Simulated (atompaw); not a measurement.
# Pseudopotential generation for Al (Z = 13): PAW (atompaw), LDA (PW92), non-relativistic.

aluminium (Al), PAW, made with atompaw 4.2.0.5 (LDA (PW92), non-relativistic). Core [Ne], reference 3s2 3p1. Waves: 3s (bound): rc 1.65 bohr; 3s channel at 0.45 Ry: rc 1.65 bohr; 3p (bound): rc 2.85 bohr; 3p channel at -0.19 Ry: rc 2.85 bohr. Local part: bessel scheme, radius 2.20 bohr. Core correction: smooth core density matched at 1.55 bohr. Augmentation charge: besselshape compensation charge, radius 2.15 bohr; PAW radius 2.85 bohr; waves and projectors: custom polynom vanderbiltortho.

Poles of the logarithmic derivatives, all-electron (AE) and pseudo (PS). s: poles at 0.3 (AE) and 0.3 (PS) Ry. p: poles at 1.0 (AE) and 1.0 (PS) Ry. Test radius 2.87 bohr.

* Cutoffs needed: 15 Ry and 21 Ry (the cutoffs (Ry, on a coarse ladder) from which the occupation-weighted sum of valence levels, in a spherical-Bessel basis at the reference potential, stays within 10 and 1 mRy of its value at 400 Ry)
* Ghost test: no extra level below or beside the all-electron valence levels (s, p, d, f tested) (spherical-Bessel basis up to 400 Ry, 20 bohr box)
* Lowest eigenvalue of the overlap operator: 0.42 (s channel)
* Overlap eigenvalues printed by atompaw (projector basis): 0.0523, 0.853, 347, 7.3e+05
* Share of each valence orbital outside the PAW sphere: 3s 32 %, 3p 59 %
